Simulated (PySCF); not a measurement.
# What a mistake does to a calculation on BFH cation

These are calculations, not measurements. The program is PySCF 2.14.0, an open-source quantum chemistry code, run on an isolated molecule that a program drew, which may never have been made. The molecule is BFH cation (charge +1, singlet), drawn as the SMILES string `[BH+]F`.

Each row is a Hartree-Fock (HF) and frozen-core CCSD(T) single point in the cc-pVDZ basis, meant for a local HF minimum. Run 1 is clean. Each other run has one planted mistake out of seven kinds, and not every kind appears here: one electron removed, one electron added, multiplicity raised by two, geometry at a saddle point, minimal basis STO-3G, one bond length entered in bohr, all coordinates scaled. The reference is restricted for singlets and unrestricted otherwise, and also for a bond in bohr. Adding or removing an electron swaps singlet and doublet. Electrons count all cores. HOMO and LUMO are orbital energies over both spins, the gradient is its largest component, and the lowest frequency (negative if imaginary) is given only where the gradient is small. Bond lengths are over the 2 bonds as drawn. T1 is the CCSD diagnostic: over 0.02 (restricted) or 0.045 (unrestricted) a single reference is doubtful.

Geometry of the clean run:
```xyz
3
BFH cation, angstrom
B    -1.2105    2.9413   -2.4325
F    -2.0317    2.0476   -2.4137
H    -0.4154    3.8066   -2.4507
```

```
run  electrons  basis functions  <S^2>  HOMO (eV)  LUMO (eV)  gradient (hartree/bohr)  lowest frequency (cm^-1)  mean bond (Å)  longest bond (Å)      T1  HF (hartree)  CCSD(T) (hartree)                 mistake
  1         14               33  0.000     -26.62      -5.25                  1.6e-05                       842         1.1945             1.214  0.0187    -124.40626         -124.67192                no fault
  2         15               33  0.768      -6.52       2.88                  9.5e-02                         -         1.1945             1.214  0.0165    -124.62138         -124.89200      one electron added
  3         14               33  0.000     -25.93      -5.74                  8.0e-02                         -         1.2961             1.317  0.0223    -124.38994         -124.66172  all coordinates scaled
  4         14               11  0.000     -25.88      -3.05                  3.1e-03                         -         1.1945             1.214  0.0255    -122.74955         -122.84278                       ?
  5         14               33  0.896     -22.26      -7.37                  1.6e-02                         -         1.7345             2.294  0.0563    -124.19418         -124.41594                       ?
```

**Which mistake was planted in run 4, and what did it cost?**

It has 11 basis functions where the clean run has 33, with the same electrons and geometry. So the mistake is: minimal basis STO-3G. Subtracting run 1 and multiplying by 627.51 kcal/mol a hartree, the energy moved by 1039.6 kcal/mol in HF and 1147.8 kcal/mol in CCSD(T).

**Which mistake was planted in run 5, and what did it cost?**

The mean bond changes by a factor of 1.452 and the longest by 1.890, so the molecule wasn't scaled as a whole. A length L in bohr read as angstrom grows by (1/0.5292 - 1) L = 0.890 L. The 2 bonds together grew by 2 x 0.5400 = 1.080 Å, which gives L = 1.214 Å. That is bond B1-F2, 1.214 Å in the clean geometry. So the mistake is: one bond length entered in bohr. Subtracting run 1 and multiplying by 627.51 kcal/mol a hartree, the energy moved by 133.1 kcal/mol in HF and 160.6 kcal/mol in CCSD(T).

Cautions from the logs. Run 3: T1 is over the limit, so its CCSD(T) energy is less reliable; run 4: T1 is over the limit, so its CCSD(T) energy is less reliable; run 5: T1 is over the limit, so its CCSD(T) energy is less reliable.
